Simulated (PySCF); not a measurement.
Identify the compound

An unknown has the formula C8H17BO. Its calculated NMR data are:

¹H NMR (400 MHz, computed): δ 7.70 (br, 1H), 3.54 (m, 1H), 2.93 (m, 1H), 2.06 (m, 1H), 1.93 (m, 1H), 1.75 (m, 1H), 1.75 (m, 1H), 1.50 (m, 1H), 1.38 (m, 1H), 1.22 (m, 1H), 1.19 (d, 3H), 1.02 (d, 3H), 0.57 (m, 1H).

¹³C{¹H} NMR (computed): δ 76.1 (CH), 67.9 (CH), 33.9 (CH2), 28.2 (CH2), 27.5 (CH2), 26.5 (CH2), 25.1 (CH3), 18.9 (CH3).

Computed data (PySCF): B97-2/pcSseg-1 with gauge-including orbitals, coordinates at the PBE0-D3(BJ)/def2-SVP level. No solvent model, fast rotation and ring inversion assumed for equivalent nuclei, relativity neglected, single conformer.

Shifts are taken against calculated references (same method and geometry level): ¹H (σ = 31.38 ppm) and ¹³C (σ = 183.69 ppm) against TMS.

What is the structure?

Results:


1. 8 carbon signals for 8 carbons: no two carbons are equivalent.
2. Carbon types of the structure: 2 × CH, 4 × CH2, 2 × CH3, leaving 1 H on heteroatoms.
3. δC 76.1: sp3 CH bonded to B and O; the inductive effect lowers its shielding.
4. δC 67.9: sp3 CH bonded to O; pulled downfield by the heteroatom.
5. δC 33.9, 28.2, 26.5: sp3 CH2 in a ring; a saturated carbon with 2 carbon neighbours and no heteroatom attached.
6. δC 25.1, 18.9: methyl carbon; aliphatic region, no heteroatom directly attached.
7. δH 3.54: hydrogen on an sp3 CH bonded to O; its carbon carries O, hence the downfield position.
8. δH 2.93: hydrogen on an sp3 CH bonded to B and O; its carbon carries O, an electronegative neighbour.
9. δH 1.19, 1.02: hydrogen on a methyl carbon.

The compound is `CC(C)O[C@H]1BCCCC1`.

The shifts were computed for this structure.

Hydrogens on boron are broadened and split by ¹¹B (spin 3/2, 80 %) and 10B (spin 3). A carbon bonded to boron is broadened by the quadrupolar boron nucleus and is often missing from a measured spectrum. Shifts are as computed. Against solution values, carbons near 30 ppm lie about +1 ppm off and those near 130 ppm about +2 ppm. Of 1211 compounds with measured shifts, 218 miss one by over three times the rms of a fit or turn the order of signals round; such compounds aren't used in these exercises. Multiplicities follow the n + 1 count of equivalent neighbours, as no J values were calculated; m marks all less simple cases, F and P coupling included.
